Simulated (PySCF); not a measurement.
Compound: C6H13PS.
Atom-mapped SMILES: `[CH2:1]=[CH:2][P@H:3](=[S:4])[C:5]([CH3:6])([CH3:7])[CH3:8]` (hydrogens: H9, H10 on C1; H11 on C2; H12 on P3; H13, H14, H15 on C6; H16, H17, H18 on C7; H19, H20, H21 on C8)

The same species was optimised twice, with GFN2-xTB and with PBE0-D3(BJ)/def2-SVP (PySCF), and the same property calculations (PySCF, gas phase) were run on both structures.

| coordinate | GFN2-xTB | PBE0-D3(BJ)/def2-SVP | change |
| --- | --- | --- | --- |
| P3=S4 (Å) | 1.928 | 1.951 | +0.023 |
| C1=C2 (Å) | 1.323 | 1.333 | +0.010 |
| P3–C5 (Å) | 1.873 | 1.867 | -0.006 |
| C5–C6 (Å) | 1.524 | 1.527 | +0.003 |
| C5–C8 (Å) | 1.523 | 1.527 | +0.004 |
| C5–C7 (Å) | 1.526 | 1.528 | +0.002 |
| C2–P3 (Å) | 1.814 | 1.814 | 0.000 |
| S4–P3–C5 (°) | 116.3 | 115.4 | -0.9 |
| P3–C5–C7 (°) | 105.7 | 106.6 | +0.9 |
| C1–C2–P3 (°) | 119.9 | 120.7 | +0.8 |
| P3–C5–C6 (°) | 110.5 | 109.7 | -0.8 |
| C2–P3–C5 (°) | 107.0 | 106.3 | -0.7 |
| P3–C5–C8 (°) | 107.0 | 107.6 | +0.6 |
| C2–P3–S4 (°) | 115.5 | 114.9 | -0.6 |
| C7–C5–C8 (°) | 111.0 | 110.6 | -0.4 |
| C1–C2–P3–S4 (°) | 13 | 6 | -7 |
| C2–P3–C5–C6 (°) | -49 | -53 | -4 |

Rotational constants: A = 1789, B = 1222, C = 913.7 MHz (GFN2-xTB) against A = 1784, B = 1213, C = 906.8 MHz (PBE0-D3(BJ)/def2-SVP). Point groups within 0.08 Å: C1 and C1.

On the GFN2-xTB structure: HOMO (eV) -6.51 [PBE0/pcSseg-1]; LUMO (eV) -0.85 [PBE0/pcSseg-1]; dipole (D) 4.35 [PBE0/pcSseg-1]; GIAO shielding of C1 (ppm) 39.0 [PBE0/pcSseg-1]; GIAO shielding of C2 (ppm) 51.3 [PBE0/pcSseg-1]; GIAO shielding of P3 (ppm) 294.6 [PBE0/pcSseg-1]; GIAO shielding of S4 (ppm) 840.5 [PBE0/pcSseg-1]; GIAO shielding of C5 (ppm) 148.3 [PBE0/pcSseg-1]; GIAO shielding of C6/C7/C8 (mean) (ppm) 161.5 [PBE0/pcSseg-1].

Q: What do these properties become on the PBE0-D3(BJ)/def2-SVP structure?

A: 
| property | level | on GFN2-xTB | on PBE0-D3(BJ)/def2-SVP | change |
| --- | --- | --- | --- | --- |
| HOMO (eV) | PBE0/pcSseg-1 | -6.51 | -6.46 | +0.05 |
| LUMO (eV) | PBE0/pcSseg-1 | -0.85 | -0.91 | -0.06 |
| dipole (D) | PBE0/pcSseg-1 | 4.35 | 4.45 | +0.10 |
| energy, GFN2-xTB geometry as zero (kcal/mol) | PBE0/pcSseg-1 | 0.0 | -1.2 | -1.2 |
| GIAO shielding of C1 (ppm) | PBE0/pcSseg-1 | 39.0 | 35.0 | -4.0 |
| GIAO shielding of C2 (ppm) | PBE0/pcSseg-1 | 51.3 | 50.6 | -0.7 |
| GIAO shielding of P3 (ppm) | PBE0/pcSseg-1 | 294.6 | 288.7 | -5.9 |
| GIAO shielding of S4 (ppm) | PBE0/pcSseg-1 | 840.5 | 823.4 | -17.1 |
| GIAO shielding of C5 (ppm) | PBE0/pcSseg-1 | 148.3 | 148.4 | +0.1 |
| GIAO shielding of C6/C7/C8 (mean) (ppm) | PBE0/pcSseg-1 | 161.5 | 159.0 | -2.5 |

The heavy atoms differ by 0.035 Å rms after alignment. Among bonds between heavy atoms P3=S4 changes most (+0.023 Å). Changes are differences of the printed values. Neither structure is proved a minimum here.

Shape of the structure used: `[CH2:1]=[CH:2][P@H:3](=[S:4])[C:5]([CH3:6])([CH3:7])[CH3:8]`: C1–C2–P3–S4 6°, C2–P3–C5–C6 -53°.
